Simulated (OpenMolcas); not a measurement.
## In I: effect of the IPEA shift

```json
{
  "Program": "OpenMolcas",
  "Basis": "ANO-R3 [8s7p5d3f2g1h]",
  "Scalar Hamiltonian": "X2C, finite nucleus",
  "Active space": "3 electrons in 4 orbitals (5s 5p)",
  "State averaging": "2S+1 = 4 odd, 1 root (0 in the spin-orbit step); 2S+1 = 2 odd, 3 roots; 2S+1 = 4 even, 3 roots; 2S+1 = 2 even, 5 roots",
  "Spin-orbit coupling": "state interaction with AMFI integrals over the reference wave functions, term energies averaged over their components"
}
```

Methods on the same reference wave functions:
A. CASSCF
B. SS-CASPT2, IPEA 0.25 Eh, imaginary shift 0.1 Eh (closed shells correlated: 4d)
C. SS-CASPT2, IPEA 0.5 Eh, imaginary shift 0.1 Eh (closed shells correlated: 4d)

Energies in cm⁻¹ above 5s² 5p ²P°_1/2, the measured ground level; measured values from NIST Handbook of Basic Atomic Spectroscopic Data.

| Level | A | B | C | Measured |
| --- | --- | --- | --- | --- |
| 5s² 5p ²P°_1/2 | 0.0 | 0.0 | 0.0 | 0.0 |
| 5s² 5p ²P°_3/2 | 2118 | 2120 | 2120 | 2213 |
| 5s 5p² ⁴P_1/2 | 26916 | 34650 | 34540 | 34978 |
| 5s 5p² ⁴P_3/2 | 27678 | 35410 | 35300 | 36021 |
| 5s 5p² ⁴P_5/2 | 28918 | 36620 | 36510 | 37452 |

Deviations, from unrounded energies. A percentage is the sum of absolute deviations over the sum of measured energies, with the sign that they share, or ± where signs differ.

```json
{"Against measurement": "mean absolute deviation (cm-1)", "Levels": "4", "A": "6300", "B": "470", "C": "550"}
{"Against measurement": "fine structure of the ground term (%)", "Levels": "1", "A": "-4.3", "B": "-4.3", "C": "-4.3"}
{"Against measurement": "other configurations (%)", "Levels": "3", "A": "-23.0", "B": "-1.6", "C": "-1.9"}
```

B lies closest to measurement on these levels and A furthest from it. The largest miss of B in the table is 5s 5p² ⁴P_5/2, by -840 cm-1. The ranking rests on the paired levels alone, and a cruder setting can come out closer through cancelling errors.

Between B and C the level of the table that moves most is 5s 5p² ⁴P_1/2, by 110 cm-1 (lowest in C, highest in B). Moves below CASPT2's spread within the term are not significant.

The lowest spin-free term lies below A's lowest term by 0.494 hartree in B, 0.490 hartree in C.

Some high roots are left out of the spin-orbit mixing, which shifts the levels that they would mix with. Terms of s pⁿ other than that of highest spin mix with s² pⁿ⁻² d, which this space lacks; all of them can be thousands of cm-1 off, and some have no real level of that name. Without dynamic correlation excited terms often stand tens of per cent too high (terms of higher spin than the ground term too low), and those without a measured partner can miss by more than the paired ones (holds for A). Computed and measured levels are paired by configuration, term and J; levels that our copy of the source lacks, or whose pairing is in doubt (as where it misses far off the trend of its configuration), stay unpaired and out of the deviations. Only configurations of the active space appear. Levels that lie high or do not pair safely by name in every column are left out.

° marks odd parity.
